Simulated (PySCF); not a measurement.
CH3Be, SMILES [Be+][CH3], charge +1.

Coordinates come from a B3LYP-D3(BJ)/def2-TZVPD optimisation. The spin state was assumed, not searched. The isomer is the one that the SMILES or the coordinates give; other isomers of the formula were not compared.

Two levels are set side by side: PBE/def2-TZVPD (PySCF) and PBE0/def2-TZVPD (PySCF). Same geometry, gas phase. Differences are taken from unrounded values.

| quantity | PBE0 |
|---|---|
| orbital gap (eV) | 5.55 |
| highest occupied level (eV) | -15.40 |
| lowest empty level (eV) | -9.84 |
| mean polarisability (bohr³) | 26.2 |

Task: What does PBE give, and how far is it from PBE0? (Estimate from the structure and the level; the computed values follow.)

Result: 
```
quantity                        PBE  PBE minus PBE0
---------------------------  ------  --------------
orbital gap (eV)               3.46           -2.09
highest occupied level (eV)  -14.19            1.20
lowest empty level (eV)      -10.73           -0.89
mean polarisability (bohr³)    27.7             1.5
```

PBE's occupied levels lie high since its potential decays too fast outside the molecule; exact exchange lowers them and widens the gap. PBE's more diffuse valence density responds more strongly to a field. Differences between two approximate levels are no errors against the true value.

Rough cost on one machine, each run with all the roots and properties that it gave: PBE0 against PBE within a factor of 2.
